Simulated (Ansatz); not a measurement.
`O[SiH2]C[Si](O)(O)O` + H₂S → `O[SiH2]S` + `C[Si](O)(O)O`  (ligand exchange at the Si–C bond)

Computed with Ansatz on PBE0-D4/def2-TZVP structures; ΔE is electronic, products minus reactants. CCSD(T)/CBS adds triple-zeta CCSD(T) − MP2 to the extrapolated MP2 energy (def2 sets, frozen cores). This one scheme is used for every species. One conformer a species, not always the lowest.

```csv
level,ΔE (kcal/mol)
SCS-MP2/def2-TZVPP,-10.9
SCS-MP2/def2-QZVPP,-11.4
MP2/CBS(def2),-11.3
CCSD/CBS(def2),-11.0
```

(1) What does CCSD(T)/CBS give? (Best estimate.)

Largest T1 diagnostic among the species: 0.011.

Answers

(1) Ansatz gave: -10.6 kcal/mol. The listed levels differ from it by -0.3, -0.8, -0.7, -0.4 kcal/mol.

In def2-TZVPP, CCSD(T) changes the Hartree–Fock value by +3.8 kcal/mol (the triples alone add +0.4 kcal/mol) and MP2 by +3.0 kcal/mol. The D4 term adds +2.4 kcal/mol with B3LYP and +1.4 kcal/mol with PBE0; it sums over pairs of atoms, weighted by their polarisabilities, and B3LYP, whose exchange is more repulsive, gets the larger term.

B3LYP here is the variant with VWN-RPA as its local correlation; programs differ in this.
